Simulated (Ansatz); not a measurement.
Cartesian coordinates (Å):
```xyz
8

B      1.2581     0.2589     0.0129
C     -0.0467    -0.5436     0.1013
C     -1.2294     0.0602    -0.0721
H      2.3292    -0.2534     0.1626
H      1.1967     1.4344    -0.2133
H     -0.0489    -1.6131     0.3047
H     -1.2814     1.1258    -0.2775
H     -2.1776    -0.4691    -0.0184
```
Charge 0, multiplicity 1.

These are frozen-core CCSD(T)/cc-pVQZ // PBE0-D4/def2-TZVP in Ansatz (a quantum-chemistry and plane-wave program) values and carry that method's errors. The restricted HF reference is unstable towards unrestricted orbitals.

| Property | Result |
|---|---|
| HF energy | -103.33381 Ha |
| MP2 correlation energy | -0.45334 Ha |

Task: Estimate the CCSD correlation energy, the (T) correction, the total energy and the T1 diagnostic.

Result: 
```yaml
CCSD correlation energy: -0.48220 Ha
"(T) correction": -0.02102 Ha
CCSD(T) total energy: -103.83703 Ha
T1 diagnostic: 0.011
```
